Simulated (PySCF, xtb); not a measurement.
Si(Cl)2(GeH3)(OH) (Cl₂GeH₄OSi), SMILES Cl[Si]([GeH3])(Cl)O. The values are those of a single conformer.

Harmonic wavenumbers (cm⁻¹) from GFN2-xTB (xtb) at its own minimum, in rising order: 31, 78, 100, 148, 158, 186, 225, 344, 420, 426, 496, 535, 763, 797, 870, 875, 900, 1987, 2069, 2095, 3646.

Question: What does ωB97X-D3(BJ)/def2-SVP run with PySCF give at its own minimum? (An estimate is asked for; the answer gives what the named calculation found.)

Answer: 88, 101, 111, 189, 195, 206, 314, 380, 486, 493, 575, 610, 803, 821, 899, 900, 947, 2200, 2204, 2204, 3912. Paired by order, the mean absolute difference is 71 cm⁻¹ and the zero-point energies are 24.5 and 26.6 kcal/mol.
